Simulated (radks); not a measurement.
Coulomb parameter of the 4f shell of the praseodymium ion Pr+ in the model configuration [Xe] 4f3 6s1, as a second difference U = [E(n + 0.25) + E(n - 0.25) - 2 E(n)] / (0.25)^2 with all orbitals relaxed. "Bare": the charge of the atom changes with n. "Screened": the 6s shell takes up the change at fixed total charge, which measures U(4f,4f) + U(6s,6s) - 2 U(4f,6s). Method: Dirac Kohn-Sham, PBE, spin-unpolarised, spherical densities, point nucleus; open shells are shared between the two j in proportion to 2j + 1; computed with a radial shooting solver on a logarithmic mesh with Libxc functionals.

case                 configuration  E - E(n) (eV)
start                 [Xe] 4f3 6s1          0.000
bare +0.25         [Xe] 4f3.25 6s1         -1.378
bare -0.25         [Xe] 4f2.75 6s1          2.163
screened +0.25  [Xe] 4f3.25 6s0.75          0.407
screened -0.25  [Xe] 4f2.75 6s1.25         -0.106

U(bare) = 12.548 eV, U(screened by 6s) = 4.821 eV.
